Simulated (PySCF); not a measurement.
Zirconium: a sound run and one with changed settings

Sound run: Zr [Kr] 4d2 5s2, Zr⁺ [Kr] 4d2 5s1. Calculation: PySCF 2.14, in def2-SVP with the def2 core potential (28 electrons); scalar relativity through the core potential. The sound run starts from symmetry-adapted Hartree-Fock orbitals and uses a fine grid where one is needed.

Changed run: basis STO-3G, all-electron and non-relativistic. This setting is unsound on purpose.

```
species  method  sound run (hartree)  changed run (hartree)  converged
     Zr     UHF            -46.43170            -3503.03532        yes
     Zr    TPSS            -46.87140            -3504.45722        yes
     Zr  r2SCAN            -46.89509            -3504.69207        yes
    Zr⁺     UHF            -46.24087            -3502.95330        yes
    Zr⁺    TPSS            -46.63917            -3504.31416        yes
    Zr⁺  r2SCAN            -46.66955            -3504.56107        yes
```

Ionisation energy of Zr:

```
method  sound run (eV)  changed run (eV)
   UHF           5.193             2.232
  TPSS           6.319             3.893
r2SCAN           6.137             3.564
```

A minimal basis cannot let orbitals breathe on ionisation and holds almost no correlation. The Hamiltonian changed with the basis, so the totals do not compare.

For comparison, NIST gives 6.634 eV between the lowest levels.
